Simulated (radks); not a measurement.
These are the eigenvalues of the occupied orbitals of an atom or ion with whole-number occupations (eV). All-electron calculation, scalar-relativistic Kohn-Sham, exchange-only LDA, spin-polarised, spherical densities, point nucleus. Program: a radial shooting solver on a logarithmic mesh with Libxc functionals.

| orbital | eigenvalue |
|---|---|
| 1s up | -59309.06 |
| 1s down | -59308.97 |
| 2s up | -10066.92 |
| 2s down | -10066.79 |
| 2p up | -8899.954 |
| 2p down | -8899.822 |
| 3s up | -2319.308 |
| 3s down | -2317.667 |
| 3p up | -1966.009 |
| 3p down | -1964.367 |
| 3d up | -1528.814 |
| 3d down | -1527.522 |
| 4s up | -515.3643 |
| 4s down | -512.0866 |
| 4p up | -398.9186 |
| 4p down | -395.6827 |
| 4d up | -244.2305 |
| 4d down | -241.0276 |
| 5s up | -117.5437 |
| 5s down | -115.0418 |
| 5p up | -87.8598 |
| 5p down | -85.6537 |
| 4f up | -73.8946 |
| 4f down | -70.7442 |

Which element is it, and in what charge state? The configuration may be excited. Open shells, if any, are filled with parallel spins first.

Answer. Z = 69, thulium, charge +5: Tm5+ in [Kr] 4d10 4f11 5s2 5p5. The list shows which subshells hold electrons but not how many an open one holds; the 1s level, -2179.6 hartree, gives Z - s = 66.0 by -(Z - s)^2/2, which with screening and relativity narrows Z to a few neighbours, and the depths of the outer levels then fix element, charge and occupations together.
